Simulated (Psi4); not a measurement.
A dimer, CH3F ··· CH3F (SMILES CF and CF); the first 5 atoms form monomer A.

```
10

C     -0.0648     0.0136    -0.0087
F      1.2835    -0.2689     0.1712
H     -0.5583     0.0067     0.9641
H     -0.5008    -0.7485    -0.6559
H     -0.1596     0.9971    -0.4707
C      0.9739    -1.5793     3.3449
F     -0.2921    -1.0163     3.2417
H      1.5673    -1.2704     2.4834
H      0.8757    -2.6655     3.3629
H      1.4403    -1.2294     4.2668
```

Task: What interaction energy does SAPT0/jun-cc-pVDZ, frozen core (Psi4 1.11) give, and which attractive term is the largest?

Result: Total -2.15 kcal/mol: electrostatics -2.83, exchange 1.93, induction -0.41, dispersion -0.84. The most attractive term is electrostatics.
